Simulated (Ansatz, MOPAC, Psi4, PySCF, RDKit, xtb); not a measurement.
Pair of molecules: H2 (SMILES [H][H]) (first 2 atoms) with CH3NO (SMILES NC=O); geometry from B3LYP-D3(BJ)/def2-TZVP, rigid monomers moved along the line of their centres of mass till H1···O5 is 2.98 Å.
(charge 0, multiplicity 1):
```xyz
8

H     -0.3146    -0.2150     0.4739
H      0.0056    -0.0064    -0.1675
N      0.9939     0.7162     3.6953
C     -0.0808     0.0033     4.1116
O     -0.8722    -0.5494     3.3813
H      1.1739     0.8125     2.7090
H      1.6149     1.1531     4.3529
H     -0.1669    -0.0256     5.2131
```

| level | interaction energy (kcal/mol) | minus MP2/CBS(aug-cc-pVDZ, aug-cc-pVTZ) + ΔCCSD(T)/aug-cc-pVDZ | cost |
|---|---|---|---|
| UFF | -0.32 | 0.52 | - |
| GFN-FF | -0.64 | 0.19 | - |
| AM1 | -0.16 | 0.68 | - |
| PM3 | -0.15 | 0.68 | - |
| PM6 | -0.12 | 0.71 | - |
| PM7 | -0.20 | 0.63 | - |
| GFN1-xTB | -0.61 | 0.22 | - |
| GFN2-xTB | -0.67 | 0.16 | - |
| HF/STO-3G (no counterpoise) | -0.24 | 0.59 | - |
| HF/3-21G (no counterpoise) | -1.19 | -0.36 | - |
| HF/6-31G* | -0.19 | 0.64 | - |
| HF/aug-cc-pVDZ | -0.40 | 0.43 | - |
| PBE/def2-TZVPPD | -0.75 | 0.09 | ×1 |
| PBE-D3(BJ)/def2-TZVPPD | -1.04 | -0.20 | ×1 |
| PBE-D4/def2-TZVPPD | -1.02 | -0.19 | ×1 |
| r2SCAN/def2-TZVPPD | -0.60 | 0.23 | ×2 |
| r2SCAN-D3(BJ)/def2-TZVPPD | -0.73 | 0.10 | ×2 |
| r2SCAN-D4/def2-TZVPPD | -0.71 | 0.12 | ×2 |
| B3LYP/3-21G (no counterpoise) | -1.63 | -0.80 | - |
| B3LYP/6-31G* | -0.28 | 0.55 | - |
| B3LYP/6-31G* (no counterpoise) | -1.05 | -0.21 | - |
| B3LYP/6-311+G** (no counterpoise) | -0.38 | 0.46 | - |
| B3LYP/def2-TZVPPD | -0.38 | 0.45 | ×1 |
| B3LYP-D3(BJ)/def2-TZVPPD | -0.79 | 0.04 | ×1 |
| B3LYP-D4/def2-TZVPPD | -0.78 | 0.06 | ×1 |
| PBE0/def2-TZVPPD | -0.70 | 0.13 | ×1 |
| PBE0-D3(BJ)/def2-TZVPPD | -0.98 | -0.14 | ×1 |
| PBE0-D4/def2-TZVPPD | -0.96 | -0.12 | ×1 |
| M06-2X/6-31G* (no counterpoise) | -1.22 | -0.39 | - |
| wB97X-V/def2-TZVPPD | -0.87 | -0.03 | ×4 |
| MP2/6-31G* | -0.28 | 0.56 | - |
| MP2/aug-cc-pVDZ | -0.68 | 0.16 | - |
| MP2/aug-cc-pVTZ | -0.78 | 0.05 | ×3 |
| MP2/CBS(aug-cc-pVDZ, aug-cc-pVTZ) | -0.81 | 0.03 | - |
| SCS-MP2/aug-cc-pVDZ | -0.58 | 0.25 | - |
| SCS-MP2/aug-cc-pVTZ | -0.67 | 0.16 | - |
| CCSD/aug-cc-pVDZ | -0.65 | 0.18 | - |
| CCSD(T)/aug-cc-pVDZ | -0.70 | 0.13 | ×6 |
| MP2/CBS(aug-cc-pVDZ, aug-cc-pVTZ) + ΔCCSD(T)/aug-cc-pVDZ | -0.83 | 0.00 | ×9 |
| SAPT0/jun-cc-pV(D+d)Z | -0.66 | 0.17 | - |

 The comparison column counts from a level with limits of its own.

The rows run from -1.63 (B3LYP/3-21G (no counterpoise)) to -0.12 kcal/mol (PM6). From aug-cc-pVDZ to aug-cc-pVTZ MP2 changes by -0.10. The dispersion term adds -0.29 in PBE-D3(BJ), -0.28 in PBE-D4, -0.13 in r2SCAN-D3(BJ). The 5 functionals in def2-TZVPPD without D3 or D4 span 0.49, from wB97X-V to B3LYP.

Monomers are frozen at their geometry in the pair; levels with a basis set take the counterpoise correction. Rows marked so take none. RDKit's UFF carries no charges.

Frozen-core correlation. CBS: X⁻³ extrapolation of the correlation energy, Hartree–Fock from the larger set. Rows in 3-21G, 6-311+G**, 6-31G*, STO-3G carry no dispersion term and start afresh at each structure (6-31G* with six Cartesian d functions). MP2/6-31G* freezes PySCF's default core. The state that AM1, PM3, PM6, PM7 reach isn't checked; PM7 holds dispersion and hydrogen-bond terms.

The values were computed with Ansatz (Gaussian basis) for Hartree–Fock, density functionals and correlated methods; MOPAC for AM1, PM3, PM6, PM7 (differences of heats of formation); Psi4 for SAPT; PySCF for 3-21G rows, 6-311+G** rows, 6-31G* rows, STO-3G rows, the dispersion terms; RDKit for the force fields; xtb for the GFN methods. 

Costs are rough ratios of core time to PBE/def2-TZVPPD (about 3 s over the structures, on one shared machine); a dash marks a level with no comparable run of its own.

Ansatz is an electronic-structure program.
